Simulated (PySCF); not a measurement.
# Atomic charges by several schemes

Compound: C₆H₁₈BN.
Atom-mapped SMILES: `[CH3:1][CH2:2][CH2:3][B@H-:4]([NH3+:5])[CH:6]([CH3:7])[CH3:8]` (hydrogens: H9, H10, H11 on C1; H12, H13 on C2; H14, H15 on C3; H16 on B4; H17, H18, H19 on N5; H20 on C6; H21, H22, H23 on C7; H24, H25, H26 on C8)

Cartesian coordinates in Å at the PBE0-D3(BJ)/def2-SVP level; atoms count from 1:
```xyz
26
C6H18BN angstrom
C      3.4274    0.6512    0.1177
C      2.2271    0.0353   -0.5867
C      0.8954    0.2467    0.1299
B     -0.3966   -0.4350   -0.5667
N     -0.5893    0.3202   -2.0215
C     -1.8058   -0.2813    0.2338
C     -2.1757    1.1602    0.5821
C     -2.9675   -0.9787   -0.4709
H      3.5458    0.2284    1.1286
H      3.3052    1.7406    0.2351
H      4.3686    0.4771   -0.4292
H      2.1842    0.4509   -1.6154
H      2.3931   -1.0480   -0.7232
H      0.7473    1.3346    0.2925
H      0.9775   -0.1773    1.1483
H     -0.1839   -1.6091   -0.8891
H     -0.8018    1.3109   -1.8866
H      0.2679    0.2528   -2.5706
H     -1.3506   -0.0972   -2.5575
H     -1.6394   -0.8146    1.1889
H     -3.1191    1.2275    1.1515
H     -2.3300    1.7813   -0.3227
H     -1.3943    1.6542    1.1800
H     -3.2108   -0.5030   -1.4420
H     -2.7365   -2.0353   -0.6785
H     -3.9027   -0.9462    0.1152
```

Density: PBE0/pcSseg-1 (PySCF); schemes: Mulliken, IAO, Hirshfeld and ESP-fitted. One conformer (not necessarily the lowest) at the PBE0-D3(BJ)/def2-SVP geometry, without solvent, vibrations or thermal averaging.

Atoms with like bonding are taken together and averaged. For which atoms does the sign change between the 4 schemes (beyond +0.03 e in one, beyond −0.03 e in another)?

C2, B4, C6, H12, H13 and H20.

At which atom do the 4 schemes differ most?

At C6: from -0.505 (Mulliken) to +0.379 e (ESP-fitted), 0.884 e apart.

Do the Mulliken, IAO, Hirshfeld and ESP-fitted schemes agree on where the charge is highest?

The schemes don't all agree: Mulliken B4 (+0.296); IAO H17/H18/H19 (+0.286); Hirshfeld H17/H18/H19 (+0.156); ESP-fitted C6 (+0.379).

Give the atomic charges in each scheme.

In e; atoms taken as equivalent share a row and are averaged (×n: the atom named and its like, n in all):

```
       atom                   environment  Mulliken     IAO  Hirshfeld  ESP-fitted
         C1                 methyl carbon    -0.256  -0.404     -0.119      -0.444
         C2              chain CH2 carbon    -0.299  -0.225     -0.069      +0.296
         C3     sp3 carbon bound to boron    -0.446  -0.376     -0.152      -0.202
         B4         four-coordinate boron    +0.296  -0.041     +0.021      +0.135
         N5  nitrogen bonded to B and 3 H    -0.366  -0.409     -0.081      -0.546
         C6     sp3 carbon bound to boron    -0.505  -0.217     -0.098      +0.379
         C7                 methyl carbon    -0.251  -0.397     -0.122      -0.443
         C8                 methyl carbon    -0.248  -0.395     -0.123      -0.481
 H9/H10/H11               methyl hydrogen    +0.106  +0.129     +0.034      +0.096
        H12            methylene hydrogen    +0.072  +0.086     +0.017      -0.063
        H13            methylene hydrogen    +0.126  +0.127     +0.030      -0.044
        H14            methylene hydrogen    +0.084  +0.095     +0.012      +0.010
        H15            methylene hydrogen    +0.109  +0.128     +0.029      +0.013
        H16                  B–H hydrogen    +0.007  -0.049     -0.106      -0.223
H17/H18/H19                  N–H hydrogen    +0.222  +0.286     +0.156      +0.289
        H20              methine hydrogen    +0.116  +0.129     +0.029      -0.057
H21/H22/H23               methyl hydrogen    +0.097  +0.117     +0.027      +0.080
H24/H25/H26               methyl hydrogen    +0.096  +0.117     +0.027      +0.091
```

Mean size of the charges over all atoms: IAO 0.193 e, ESP-fitted 0.192 e, Mulliken 0.182 e, Hirshfeld 0.067 e. Each set sums to the total charge, 0, to within 0.001 e. The ESP scheme fits charges at the nuclei, held to the total charge, to the electrostatic potential on points at 1.4 to 2.0 times the van der Waals radii. The IAO scheme projects the occupied orbitals on a minimal set of polarised atomic orbitals and counts the electrons in each atom's part of it.

Some averages cover members that differ in this geometry: H21/H22/H23, Mulliken +0.062 to +0.124; H24/H25/H26, Mulliken +0.061 to +0.121; H24/H25/H26, IAO +0.092 to +0.134; H21/H22/H23, IAO +0.093 to +0.131 e.

How many electrons does the Hirshfeld scheme count on C2?

Z − q = 6 − (-0.069) = 6.069.

Sum the charges by element, for elements with more than one atom.

```csv
element,atoms,Mulliken,IAO,Hirshfeld,ESP-fitted
C,6,-2.005,-2.014,-0.683,-0.894
H,18,+2.075,+2.465,+0.742,+1.304
```

How closely do the schemes follow one another over all atoms?

Correlation coefficient and root-mean-square difference: IAO with Hirshfeld 0.92, 0.152 e; Mulliken with IAO 0.89, 0.106 e; Mulliken with Hirshfeld 0.85, 0.154 e; IAO with ESP-fitted 0.71, 0.182 e; Hirshfeld with ESP-fitted 0.67, 0.201 e; Mulliken with ESP-fitted 0.46, 0.243 e.
